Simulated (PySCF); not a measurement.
Spectrum to structure. Method: TDDFT wB97X-D/def2-SVPD, vertical, gas phase, core orbitals frozen in the response (PySCF). Geometries: GFN2-xTB, one conformer each.

```tsv
state	E (eV)	f
S1	5.90	0.0001
S2	6.30	0.0007
S3	6.75	0.014
S4	6.99	0.0013
S5	7.47	0.019
S6	7.52	0.046
S7	7.61	0.027
S8	7.69	0.126
```

Orbital energies (eV): HOMO-3 -10.60, HOMO-2 -9.93, HOMO-1 -9.46, HOMO -9.36, LUMO 2.15, LUMO+1 2.16, LUMO+2 2.46.

Question: Which candidate is it? All have the formula C6H7NO.
A. `C=CCc1ccon1`
B. `CO[C@@]1(C#N)C=CC1`
C. `C(N)(=O)C1(CC1)C#C`

Answer: C. Its S1, at 5.90 eV, is the lowest among the candidates; the nearest of the others has S1 at 6.52 eV. S1 is HOMO→LUMO (70%), HOMO→LUMO+3 (18%). Löwdin shares by element: HOMO oxygen 52%, carbon 28% or more (atoms not listed hold the other 20%); LUMO (one of a set within 0.03 eV) carbon 33% or more, oxygen 14%, nitrogen 12% (atoms not listed hold the other 40%). At the same level the other candidates give, for their lowest levels:
- `C=CCc1ccon1`: 6.55 eV (f 0.008); 6.66 eV (f 0.168); 6.99 eV (f 0.168); 7.35 eV (f 0.121); 7.72 eV (f 0.065); T1 4.48 eV; HOMO -9.60, LUMO 1.24 eV
- `CO[C@@]1(C#N)C=CC1`: 6.52 eV (f 0.003); 6.94 eV (f 0.150); 7.31 eV (f 0.024); 7.64 eV (f 0.017); 7.69 eV (f 0.007); T1 4.45 eV; HOMO -9.95, LUMO 1.12 eV

Conformer computed: `[CH:1]#[C:2][C:3]1([C:4]([NH2:5])=[O:6])[CH2:7][CH2:8]1`: C2–C3–C4–N5 0°, H–N5–C4–C3 180°, H–N5–C4–C3 0°.
Triplets come from the Tamm–Dancoff approximation.
